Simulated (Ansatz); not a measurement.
```xyz
15

C    -1.333    0.887   -0.389
C     0.031    0.384    0.057
C     0.190    0.462    1.568
N     0.262   -0.970   -0.417
B     1.268   -1.388   -1.281
F     1.374   -2.666   -1.643
F     2.161   -0.536   -1.782
H    -2.130    0.272    0.041
H    -1.425    0.851   -1.476
H    -1.495    1.917   -0.062
H     0.801    1.006   -0.407
H     1.182    0.123    1.872
H     0.050    1.486    1.922
H    -0.553   -0.168    2.067
H    -0.385   -1.661   -0.070
```

Total charge 0; spin multiplicity 1.

Question: List the ωB97M-V/def2-TZVPP orbital energies in eV (Ansatz). (An estimate is asked.)

Answer: Computed: Occupied: -677.51, -677.45, -394.70, -282.69, -281.34, -281.33, -189.97, -36.78, -36.02, -28.29, -24.33, -22.24, -19.68, -18.70, -17.62, -17.14, -16.13, -15.68, -15.22, -14.59, -14.48, -14.39, -14.03, -13.55, -12.98, -12.50, -12.07, -10.11. Lowest empty: 1.99, 3.05, 3.11, 3.27, 3.93, 4.08, 4.21, 4.49.
